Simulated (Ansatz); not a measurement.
`C[O][AlH][SiH2]S` + `[AlH3]` → `[AlH2][SiH2]S` + `C[O][AlH2]`  (formal exchange of groups at the Si–Al bond)

Program: Ansatz. Geometries: PBE0-D4/def2-TZVP. ΔE: electronic, gas phase. CBS: MP2 limit from def2 TZ/QZ plus the TZ coupled-cluster correction, frozen cores. This one scheme is used for every species. Functionals use def2-TZVPP. B3LYP here is the variant with VWN-RPA as its local correlation; programs differ in this. HSE06 is defined as in plane-wave codes. One conformer a species, not always the lowest.

```tsv
level	ΔE (kcal/mol)	difference from CCSD(T)/CBS
LDA (SPW92)	1.5	0.8
PBE-D4	1.1	0.4
revPBE-D4	1.1	0.4
r2SCAN-D4	0.8	0.1
B97M-V	1.0	0.3
PBE0-D4	0.9	0.2
B3LYP-D4	1.0	0.3
r2SCANh-D4	0.8	0.1
r2SCAN0-D4	0.7	0.0
HSE06-D4	0.8	0.1
BHLYP-D4	0.8	0.1
CAM-B3LYP-D4	0.9	0.2
ωB97X-V	0.8	0.1
ωB97M-V	0.9	0.2
PBE-QIDH	0.5	-0.2
revPBE	-0.2	-0.9
r2SCAN	0.6	-0.1
PBE0	0.3	-0.4
B3LYP	0.0	-0.7
r2SCANh	0.5	-0.2
r2SCAN0	0.4	-0.3
HSE06	0.2	-0.5
BHLYP	0.0	-0.7
CAM-B3LYP	0.3	-0.4
LC-ωPBE	0.3	-0.4
RPA@PBE/def2-TZVPP	0.6	-0.1
HF/def2-SVP	-0.4	-1.1
MP2/def2-SVP	0.9	0.2
CCSD/def2-SVP	0.5	-0.2
CCSD(T)/def2-SVP	0.8	0.1
MP2/def2-TZVPP	0.9	0.2
SCS-MP2/def2-TZVPP	0.5	-0.2
CCSD/def2-TZVPP	0.3	-0.4
CCSD(T)/def2-TZVPP	0.7	0.0
HF/def2-QZVPP	-0.9	-1.6
MP2/def2-QZVPP	0.9	0.2
SCS-MP2/def2-QZVPP	0.5	-0.2
HF/CBS(def2)	-0.9	-1.6
MP2/CBS(def2)	0.9	0.2
CCSD/CBS(def2)	0.4	-0.3
CCSD(T)/CBS	0.7	0
```

Largest T1 diagnostic among the species: 0.013.

In def2-TZVPP, CCSD(T) changes the Hartree–Fock value by +1.5 kcal/mol (the triples alone add +0.3 kcal/mol) and MP2 by +1.7 kcal/mol. Leaving LDA and LC-ωPBE aside and taking each functional with its dispersion term where it has one, the values, not all of them listed here, spread over 0.8 kcal/mol, from B2PLYP to BLYP-D4. LDA lies +1.1 kcal/mol from PBE without D4. The D4 term adds +1.0 kcal/mol with B3LYP and +0.6 kcal/mol with PBE0; it sums over pairs of atoms, weighted by their polarisabilities, and B3LYP, whose exchange is more repulsive, gets the larger term.
